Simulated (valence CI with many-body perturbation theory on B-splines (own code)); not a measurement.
Sm⁵⁵⁺: electric-dipole lines

Method: configuration interaction combined with many-body perturbation theory (CI+MBPT): five valence electrons over a frozen Dirac-Fock core [He], radial functions for each j: 11 s, 11 p, 10 d, 8 f, 5 g, 2 h, with the one-electron correlation potential Σ1, the two-electron term Σ2, the three-electron term Σ3, Breit, model QED; selected CI, second order for the rest, scaled by the run's own slope (own B-spline code, finite nucleus).

The last digits are not significant, and no measured levels were compared; by estimate large intervals hold to a few tenths of a per cent, small ones and those within an open d or f shell to about a per cent. Among the levels kept, up to 7200 cm⁻¹ of a level comes from second order outside the variational space, and about a tenth of that is noise between levels of different J, which matters for small intervals.

Lines 51 to 100 of 600 in falling wavelength, among levels below 8297.8 eV, chosen from the strongest by gf and those to the six lowest levels. Wavelengths and rates use the calculated energies. Electric multipoles are in the length gauge, E1 and E2 with the static RPA response of the core. Weak lines are less certain than strong ones. Lines between different terms over intervals too small for the method are left out, as are lines whose strength nearly cancels. The highest levels of a list are the least certain.

Levels are named by their leading jj configuration (3d3/2^4 stands for four electrons in 3d with j = 3/2), which in mixed levels can hold well under half, so a name can repeat and another be missing. Letters in brackets count levels of one name in rising energy.

```
λ vac (nm)                               Upper                               Lower   A (s⁻¹)  log gf  Branch %
     7.723  (2s 2p1/2 2p3/2^2 3d5/2) J=5/2 [a]  (2s 2p1/2 2p3/2^2 3p3/2) J=5/2 [a]  1.67e+10   -1.05       0.0
     7.229  (2s^2 2p1/2 2p3/2 3d5/2) J=7/2 [a]         (2s 2p1/2^2 2p3/2 3s) J=5/2  1.20e+10   -1.12       0.1
     5.767      (2s 2p1/2 2p3/2^2 3p3/2) J=9/2          (2s^2 2p3/2^2 3p3/2) J=7/2  5.83e+10   -0.54       4.2
     5.650  (2s 2p1/2 2p3/2^2 3p3/2) J=7/2 [b]          (2s^2 2p3/2^2 3p3/2) J=5/2  4.06e+10   -0.81       0.0
     5.446  (2s 2p1/2^2 2p3/2 3p3/2) J=5/2 [a]  (2s^2 2p1/2 2p3/2 3p3/2) J=3/2 [b]  5.09e+10   -0.87       0.0
     5.433      (2s 2p1/2^2 2p3/2 3p3/2) J=7/2  (2s^2 2p1/2 2p3/2 3p3/2) J=5/2 [a]  8.11e+10   -0.54       2.3
     5.348       (2p1/2^2 2p3/2^2 3d3/2) J=7/2  (2s 2p1/2 2p3/2^2 3d3/2) J=5/2 [e]  4.77e+10   -0.79       0.4
     5.300       (2p1/2^2 2p3/2^2 3p3/2) J=5/2  (2s 2p1/2 2p3/2^2 3p3/2) J=5/2 [f]  3.34e+10   -1.07       0.0
     5.297       (2p1/2^2 2p3/2^2 3p3/2) J=7/2  (2s 2p1/2 2p3/2^2 3p3/2) J=5/2 [f]  5.87e+10   -0.70       0.0
     5.243  (2s 2p1/2 2p3/2^2 3p3/2) J=5/2 [e]      (2s^2 2p3/2^2 3p3/2) J=3/2 [b]  4.40e+10   -0.96       0.1
     5.238       (2p1/2^2 2p3/2^2 3p3/2) J=5/2  (2s 2p1/2 2p3/2^2 3p3/2) J=3/2 [e]  3.20e+10   -1.10       0.0
     5.143  (2s 2p1/2 2p3/2^2 3p3/2) J=1/2 [c]     (2s 2p1/2 2p3/2^2 3s) J=1/2 [c]  1.01e+11   -1.10       0.0
     5.118       (2p1/2^2 2p3/2^2 3p3/2) J=5/2  (2s 2p1/2 2p3/2^2 3p3/2) J=5/2 [e]  4.19e+10   -1.01       0.0
     5.116       (2p1/2^2 2p3/2^2 3p3/2) J=7/2  (2s 2p1/2 2p3/2^2 3p3/2) J=5/2 [e]  1.04e+11   -0.49       0.1
     5.097          (2s 2p1/2^2 2p3/2^2) J=5/2          (2s^2 2p1/2 2p3/2^2) J=5/2  1.24e+10   -1.54       2.1
     5.065  (2s 2p1/2 2p3/2^2 3p3/2) J=5/2 [f]      (2s^2 2p3/2^2 3p3/2) J=3/2 [b]  4.38e+10   -1.00       0.1
     5.060       (2p1/2^2 2p3/2^2 3p3/2) J=7/2  (2s 2p1/2 2p3/2^2 3p3/2) J=5/2 [d]  5.57e+10   -0.77       0.0
     5.058  (2s 2p1/2 2p3/2^2 3p3/2) J=5/2 [a]     (2s 2p1/2 2p3/2^2 3s) J=3/2 [a]  9.80e+10   -0.65       0.1
     5.031       (2p1/2^2 2p3/2^2 3p3/2) J=5/2          (2p1/2^2 2p3/2^2 3s) J=3/2  8.59e+10   -0.71       0.0
     5.004       (2p1/2^2 2p3/2^2 3p3/2) J=1/2          (2p1/2^2 2p3/2^2 3s) J=3/2  1.73e+11   -0.89       0.1
     4.960  (2s 2p1/2 2p3/2^2 3d3/2) J=7/2 [b]  (2s 2p1/2 2p3/2^2 3p1/2) J=5/2 [b]  6.95e+10   -0.69       0.0
     4.960  (2s 2p1/2 2p3/2^2 3p3/2) J=7/2 [b]     (2s 2p1/2 2p3/2^2 3s) J=5/2 [b]  7.10e+10   -0.68       0.1
     4.957  (2s 2p1/2 2p3/2^2 3p3/2) J=5/2 [d]      (2s^2 2p3/2^2 3p3/2) J=3/2 [a]  1.09e+11   -0.62       0.3
     4.952  (2s 2p1/2 2p3/2^2 3d3/2) J=5/2 [b]  (2s 2p1/2 2p3/2^2 3p1/2) J=5/2 [b]  1.05e+11   -0.64       0.0
     4.948  (2s 2p1/2 2p3/2^2 3p3/2) J=5/2 [c]     (2s 2p1/2 2p3/2^2 3s) J=3/2 [b]  5.24e+10   -0.94       0.1
     4.930          (2s^2 2p3/2^2 3p3/2) J=1/2             (2s^2 2p3/2^2 3s) J=3/2  1.69e+11   -0.91       1.1
     4.923   (2p1/2^2 2p3/2^2 3p3/2) J=3/2 [a]  (2s 2p1/2 2p3/2^2 3p3/2) J=3/2 [f]  6.51e+10   -1.02       0.0
     4.918  (2s^2 2p1/2 2p3/2 3p3/2) J=3/2 [a]     (2s^2 2p1/2 2p3/2 3s) J=3/2 [b]  8.68e+10   -0.90       5.9
     4.911  (2s^2 2p1/2 2p3/2 3d3/2) J=5/2 [b]  (2s^2 2p1/2 2p3/2 3p1/2) J=3/2 [b]  9.90e+10   -0.67       0.0
     4.889  (2s 2p1/2 2p3/2^2 3p3/2) J=1/2 [a]     (2s 2p1/2 2p3/2^2 3s) J=3/2 [a]  2.41e+11   -0.76       0.1
     4.884  (2s 2p1/2 2p3/2^2 3d3/2) J=3/2 [b]  (2s 2p1/2 2p3/2^2 3p1/2) J=5/2 [b]  1.01e+11   -0.84       0.0
     4.876  (2s 2p1/2 2p3/2^2 3d3/2) J=5/2 [e]  (2s 2p1/2 2p3/2^2 3p1/2) J=3/2 [d]  8.59e+10   -0.74       0.0
     4.863   (2p1/2^2 2p3/2^2 3p3/2) J=3/2 [b]          (2p1/2^2 2p3/2^2 3s) J=1/2  2.62e+11   -0.43       0.1
     4.859  (2s 2p1/2 2p3/2^2 3p3/2) J=3/2 [e]     (2s 2p1/2 2p3/2^2 3s) J=1/2 [c]  1.08e+11   -0.81       0.1
     4.854  (2s 2p1/2 2p3/2^2 3p3/2) J=7/2 [c]     (2s 2p1/2 2p3/2^2 3s) J=5/2 [c]  2.61e+11   -0.13       0.2
     4.852  (2s 2p1/2^2 2p3/2 3p3/2) J=5/2 [b]     (2s 2p1/2^2 2p3/2 3s) J=3/2 [b]  2.34e+11   -0.30       0.2
     4.847  (2s 2p1/2 2p3/2^2 3p3/2) J=3/2 [b]     (2s 2p1/2 2p3/2^2 3s) J=5/2 [b]  1.32e+11   -0.73       0.1
     4.836  (2s 2p1/2 2p3/2^2 3d5/2) J=7/2 [b]  (2s 2p1/2 2p3/2^2 3p1/2) J=5/2 [c]  7.49e+10   -0.68       0.0
     4.828          (2s^2 2p3/2^2 3p3/2) J=5/2             (2s^2 2p3/2^2 3s) J=3/2  1.31e+11   -0.56       1.0
     4.820  (2s 2p1/2^2 2p3/2 3p3/2) J=3/2 [a]     (2s 2p1/2^2 2p3/2 3s) J=3/2 [a]  1.71e+11   -0.62       0.1
     4.820  (2s 2p1/2 2p3/2^2 3p3/2) J=1/2 [b]     (2s 2p1/2 2p3/2^2 3s) J=1/2 [b]  1.33e+11   -1.03       0.7
     4.812  (2s 2p1/2 2p3/2^2 3d3/2) J=3/2 [f]  (2s 2p1/2 2p3/2^2 3p1/2) J=3/2 [d]  8.24e+10   -0.94       0.0
     4.789  (2s^2 2p1/2 2p3/2 3p3/2) J=1/2 [a]         (2s^2 2p1/2 2p3/2 3s) J=1/2  1.39e+11   -1.02       1.8
     4.780  (2s 2p1/2^2 2p3/2 3p3/2) J=3/2 [b]  (2s^2 2p1/2 2p3/2 3p3/2) J=1/2 [b]  5.70e+10   -1.11       0.1
     4.759  (2s 2p1/2 2p3/2^2 3d3/2) J=5/2 [a]  (2s 2p1/2 2p3/2^2 3p1/2) J=5/2 [a]  9.51e+10   -0.71       0.1
     4.739  (2s 2p1/2^2 2p3/2 3d3/2) J=5/2 [b]  (2s 2p1/2^2 2p3/2 3p1/2) J=3/2 [b]  1.37e+11   -0.56       0.2
     4.732       (2p1/2^2 2p3/2^2 3d3/2) J=3/2       (2p1/2^2 2p3/2^2 3p1/2) J=3/2  1.74e+11   -0.63       0.9
     4.731      (2s^2 2p3/2^2 3d3/2) J=3/2 [a]          (2s^2 2p3/2^2 3p1/2) J=3/2  7.71e+10   -0.99       0.0
     4.720  (2s 2p1/2 2p3/2^2 3d3/2) J=5/2 [c]  (2s 2p1/2 2p3/2^2 3p1/2) J=3/2 [b]  1.15e+11   -0.64       0.3
     4.712  (2s 2p1/2^2 2p3/2 3d3/2) J=5/2 [a]      (2s 2p1/2^2 2p3/2 3p1/2) J=5/2  1.04e+11   -0.68       0.2
```

Question: How does gf follow from A for the line at 5.238 nm?

Answer: gf = 1.4992 × (2J+1)_upper × A / σ², with σ = 1908955 cm⁻¹ and 2J+1 = 6: gf = 0.0790.
